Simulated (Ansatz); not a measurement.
## A geometry optimisation of CH6B2N+ with PBE-D3(BJ)/def2-SVP

The starting geometry of this gas-phase singlet was optimised with GFN2-xTB; its bonds are those of `B=[NH+]BC`.

```xyz
10

C    -1.4528    0.6472    1.7716
B     1.5047   -0.1583    2.7970
B    -0.3507   -0.1286    1.0344
N     1.0604   -0.1579    1.5810
H     1.8109   -0.1560    3.9017
H     1.6871   -0.2713    0.7827
H    -0.5049   -0.7097    0.0359
H    -2.3175    0.0034    1.9547
H    -1.1641    1.1182    2.7074
H    -1.8677    1.4237    1.1216
```

Problem. Where would you expect an optimisation with PBE-D3(BJ)/def2-SVP to take it?

Solution. New bonds form, giving a structure given below by its coordinates. Distances that change by over a tenth: C1–B3 (1.54 → 1.71 Å). Contacts that close: C1–B2 (3.23 → 1.71 Å), B2–B3 (2.56 → 1.83 Å).

The energy falls by 0.79 eV over 19 steps:

| step | E − E(last) (eV) |
| --- | --- |
| 1 | 0.795 |
| 3 | 0.609 |
| 5 | 0.568 |
| 7 | 0.530 |
| 9 | 0.469 |
| 11 | 0.223 |
| 13 | 0.088 |
| 15 | 0.008 |
| 17 | 0.000 |
| 19 | 0.000 |

Final geometry (Å):

```yaml
atoms:
  - { symbol: C, position_ang: [-1.0540, 0.5641, 2.0914] }
  - { symbol: B, position_ang: [0.6144, 0.3238, 2.3934] }
  - { symbol: B, position_ang: [-0.1746, -0.1644, 0.8152] }
  - { symbol: N, position_ang: [0.9530, -0.6737, 1.4709] }
  - { symbol: H, position_ang: [1.1779, 1.0326, 3.1806] }
  - { symbol: H, position_ang: [1.8083, -1.1665, 1.1957] }
  - { symbol: H, position_ang: [-0.5683, -0.0479, -0.3122] }
  - { symbol: H, position_ang: [-1.8379, -0.1550, 1.7271] }
  - { symbol: H, position_ang: [-1.1107, 0.2947, 3.1816] }
  - { symbol: H, position_ang: [-1.4027, 1.6030, 1.9444] }
```

Frequencies at the end are all real (lowest 287 cm⁻¹). Run with Ansatz 0.2.0, 10 s on 2 threads of Intel(R) Xeon(R) 6975P-C (Granite Rapids) (shared host).
